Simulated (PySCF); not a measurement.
**TDDFT excited states: C6H7P**

C6H7P.
InChI=1S/C6H7P/c7-6-4-2-1-3-5-6/h1-5H,7H2

Computed with PySCF 2.14.0, density-fitted response routines, TDDFT CAM-B3LYP/def2-SVPD, vertical, gas phase, core orbitals frozen in the response. Isolated species at its GFN2-xTB geometry (one conformer only). Torsions of this conformer, `[PH2:1][c:2]1[cH:3][cH:4][cH:5][cH:6][cH:7]1`: H–P1–C2–C3 138°, H–P1–C2–C3 45°.

Task: What does the calculation give for the low-lying excited states?

Result: 

| state | λ (nm) | E (eV) | f | \|μ\| (D) | symmetry | main configurations (H = HOMO, L = LUMO) |
| --- | --- | --- | --- | --- | --- | --- |
| S1 | 236.7 | 5.24 | 0.0008 | 0.20 | – | H→L (36%), H→L+1 (34%), H-1→L+1 (13%) |
| S2 | 217.5 | 5.70 | 0.195 | 3.00 | A′ | H→L+1 (44%), H→L (42%) |
| S3 | 199.3 | 6.22 | 0.017 | 0.86 | A′ | H→L+2 (77%) |
| S4 | 194.5 | 6.37 | 0.046 | 1.38 | A″ | H-1→L+1 (24%), H-1→L (22%), H→L+6 (14%) |
| S5 | 185.2 | 6.69 | 0.409 | 4.02 | A′ | H-1→L (33%), H-1→L+1 (31%), H→L+2 (8%) |
| S6 | 176.5 | 7.02 | 0.077 | 1.70 | A′ | H→L+5 (79%) |
| S7 | 173.4 | 7.15 | 0.136 | 2.24 | A″ | H-1→L+2 (48%), H→L+6 (20%) |
| S8 | 171.1 | 7.24 | 0.0047 | 0.41 | A″ | H→L+6 (30%), H-2→L (27%), H-2→L+1 (23%) |

Triplets, Tamm–Dancoff:

```tsv
state	E (eV)	λ (nm)	main configurations (H = HOMO, L = LUMO)
T1	4.00	309.6	H→L+1 (30%), H→L (30%), H-1→L (13%)
T2	4.59	270.1	H→L (42%), H→L+1 (41%)
T3	4.74	261.5	H-1→L (34%), H-1→L+1 (33%), H→L+1 (14%)
```

The lowest singlet lies at 5.24 eV (237 nm, ultraviolet) and is very weak; its leading configuration is HOMO→LUMO (36%). The strongest level in the table is S5 at 6.69 eV (185 nm, f = 0.409). Löwdin shares by element: HOMO carbon 38% or more, phosphorus 32% (atoms not listed hold the other 30%); LUMO (one of a set within 0.03 eV) carbon 63% or more (atoms not listed hold the other 37%). The listed states span 2.01 eV, and the widest gap between neighbours is 0.52 eV (S2 to S3). The oscillator strengths of these states sum to 0.886; summed over the whole spectrum of an exact calculation they would give the number of electrons, 58 (Thomas–Reiche–Kuhn). Of the 8 states listed, 6 reach f = 0.01 and none stays under 0.0005. Symmetry labels in Cs follow from the direction of the transition dipole and are given only for states with f of 0.002 or more. Singlets were solved by full linear response, triplets in the Tamm–Dancoff approximation.
